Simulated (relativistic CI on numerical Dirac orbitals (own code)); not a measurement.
# Ni²⁺ in a cubic cluster: 2p photoemission with charge transfer

Computed with a charge-transfer multiplet model of a cubic metal-ligand cluster with up to 2 ligand holes, Slater and spin-orbit integrals from Dirac-Coulomb-Breit ions, Slater integrals scaled by 0.9. The ground state mixes d8 with configurations of k ligand holes L, whose averages lie at kΔ + k(k − 1)U_dd/2; a core hole lowers each added d electron by U_cd. 20 K, Lorentzian 0.6 eV and Gaussian 0.8 eV FWHM.

Atomic integrals in eV (Slater integrals scaled, ζ unscaled), ground: F2dd 10.953, F4dd 6.797, zeta_d 0.080; with the core hole: F2dd 12.575, F4dd 7.855, zeta_d 0.114, zeta_core 11.406, F2cd 7.542, G1cd 5.754, G3cd 3.273.

Cluster parameters (eV): Δ = 1.7, U_cd = 7.3, 10Dq = 1.1, 10Dq(ligand) = 0.3, V(eg) = 3, V(t2g) = -1.42, final-state hopping factor = 1.

```tsv
Case	n_d	d8	d9L	d10L2	S
U_dd = 5.1 eV	8.42	0.61	0.36	0.03	1.00
U_dd = 5.8 eV	8.42	0.61	0.36	0.03	1.00
U_dd = 6.5 eV	8.41	0.62	0.35	0.03	1.00
U_dd = 7.2 eV	8.40	0.62	0.35	0.02	1.00
U_dd = 7.9 eV	8.40	0.63	0.35	0.02	1.00
```

Weights, n_d and S are thermal averages at 20 K. Binding energies count from the first peak over 30 % of the highest in each spectrum, which can be another peak from case to case. The parameters are a model scan and need not match a compound or its usual spin state. Peaks in eV (height, largest 100):
- U_dd = 5.1 eV: 0.0 (100), 7.3 (33), 13.3 (5), 17.5 (47), 24.7 (21)
- U_dd = 5.8 eV: 0.0 (100), 7.5 (32), 13.2 (5), 15.1 (5), 17.5 (47), 24.9 (20)
- U_dd = 6.5 eV: 0.0 (100), 7.6 (30), 17.5 (47), 25.0 (19)
- U_dd = 7.2 eV: 0.0 (100), 7.8 (28), 17.6 (47), 25.3 (17)
- U_dd = 7.9 eV: 0.0 (100), 8.0 (26), 17.6 (47), 25.5 (16)

For the case U_dd = 6.5 eV, Δ = 1.7 eV is smaller than U_dd = 6.5 eV, the charge-transfer side of the Zaanen-Sawatzky-Allen scheme. With the core hole the average of the configuration with one ligand hole lies at Δ − U_cd = -5.6 eV before mixing: it lies below the unscreened one, so the lowest final states are mostly screened and the unscreened weight appears at higher binding energy as a satellite.
